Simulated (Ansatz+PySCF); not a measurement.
The numbers below are computed, except where a source is named.
## Several solutions for singlet BeO

```xyz
2

Be    0.0000    0.0000   -1.0708
O     0.0000    0.0000    0.5354
```

Basis set: STO-3G (spherical functions). Charge 0, multiplicity 1.

PBE0 (unrestricted) was run from several starts with Ansatz (development build ahead of 0.2.0) and PySCF 2.14.0.

| run | program | start | converged | energy (hartree) | <S²> |
| --- | --- | --- | --- | --- | --- |
| A | Ansatz | search for the lowest state | yes | -88.52574 | 1.02 |
| B | Ansatz | stability test followed | yes | -88.52574 | 1.02 |
| C | PySCF | program defaults | yes | -88.50576 | 0.00 |
| D | Ansatz | atomic start, no search | yes | -88.50576 | 0.00 |

Which runs reached the lowest solution of this kind, and what is wrong with the others?

A, B reached the lowest solution found. Converged but too high: C by 0.54 eV, D by 0.54 eV. Convergence only shows a stationary point, and even a stable one can lie too high; stability tests and further starts are what find lower ones. Caution: the unrestricted determinant is a mixture of spin states.
